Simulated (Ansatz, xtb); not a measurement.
# BFGaH2N: which of two conformers lies lower

We compare a, `FB[NH][Ga]`, a singlet, with b, `FB[NH][Ga]`, a singlet. Both are isolated molecules in the gas phase, relaxed with B3LYP-D3(BJ)/def2-SVP.

a (Å):

```xyz
6

B     2.6431    0.9467   -2.4803
F     3.7438    1.6728   -2.7864
Ga    4.5825   -1.2305   -2.1864
N     2.8232   -0.4089   -2.1745
H     1.5789    1.5214   -2.4930
H     1.9761   -0.9289   -1.9484
```

b (Å):

```xyz
6

B    -0.0126    1.9398    0.0632
F     0.9846    2.8204    0.2472
Ga   -2.6877    0.8501    0.2501
N    -1.3053    2.1657    0.5550
H     0.2470    0.9260   -0.5528
H    -1.4475    3.0409    1.0632
```

Q: Estimate which is lower in electronic energy at CCSD(T)/def2-TZVP, and by roughly how much.

A: Too close to call at this level: CCSD(T)/def2-TZVP gives E(b) − E(a) = +0.010 eV.

Level by level:

```json
{"level": "B3LYP-D3(BJ)/def2-SVP", "geometry": "B3LYP-D3(BJ)/def2-SVP", "E(b) − E(a) (eV)": "−0.012", "departure from the last row (eV)": "−0.022", "job, with rough time for the two": "optimisation, 2.4 min"}
{"level": "HF/def2-TZVP", "geometry": "B3LYP-D3(BJ)/def2-SVP", "E(b) − E(a) (eV)": "+0.027", "departure from the last row (eV)": "+0.017", "job, with rough time for the two": "part of the CCSD(T) run"}
{"level": "MP2/def2-TZVP", "geometry": "B3LYP-D3(BJ)/def2-SVP", "E(b) − E(a) (eV)": "+0.008", "departure from the last row (eV)": "−0.001", "job, with rough time for the two": "part of the CCSD(T) run"}
{"level": "CCSD(T)/def2-TZVP", "geometry": "B3LYP-D3(BJ)/def2-SVP", "E(b) − E(a) (eV)": "+0.010", "departure from the last row (eV)": "", "job, with rough time for the two": "single point, 3.5 min"}
```

The largest departure from CCSD(T)/def2-TZVP is that of B3LYP-D3(BJ)/def2-SVP, 0.022 eV. Levels run at GFN2-xTB geometries aren't shown.

With harmonic frequencies from B3LYP-D3(BJ)/def2-SVP (ideal gas, rigid rotor, one conformer each, 298.15 K, 1 atm): the zero-point term adds 0.000 eV; ΔH is +0.012 and ΔG +0.014 eV.

The correlated steps freeze 12 core orbitals; the filled d shell of Ga is correlated, in a basis made for valence electrons. Run with Ansatz 0.2.0; the last row on 1 thread of Intel(R) Xeon(R) Processor @ 2.50GHz (Skylake/Cascade Lake) on a shared host.
